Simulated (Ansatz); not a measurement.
Consider the ligand exchange at the Sn–C bond: `[SnH3]/[CH]=[C]1\[CH2][AlH]1` + `CCS` → `CC[S][SnH3]` + `C=[C]1[CH2][AlH]1`.

Computed with Ansatz on PBE0-D4/def2-TZVP structures; ΔE is electronic, products minus reactants. CCSD(T)/CBS is the MP2 limit (def2-TZVPP, def2-QZVPP) plus CCSD(T) − MP2 in def2-TZVPP, frozen cores. DFT in def2-TZVPP. def2 core potentials past Kr. For Sn outer-core shells are correlated without core-valence functions, which leaves a few kJ/mol of doubt a bond. Each species was taken in one conformer, which may not be the lowest.

```tsv
level	ΔE (eV)
r2SCAN	-0.69
MP2/def2-TZVPP	-0.61
CCSD(T)/def2-TZVPP	-0.61
MP2/def2-QZVPP	-0.65
```

What does CCSD(T)/CBS give? (An estimate is asked.)

The calculation gave: -0.67 eV. The listed levels differ from it by -0.02, 0.06, 0.06, 0.02 eV.

Largest T1 diagnostic among the species: 0.014.

In def2-TZVPP, CCSD(T) changes the Hartree–Fock value by +0.14 eV (the triples alone add +0.01 eV) and MP2 by +0.14 eV.
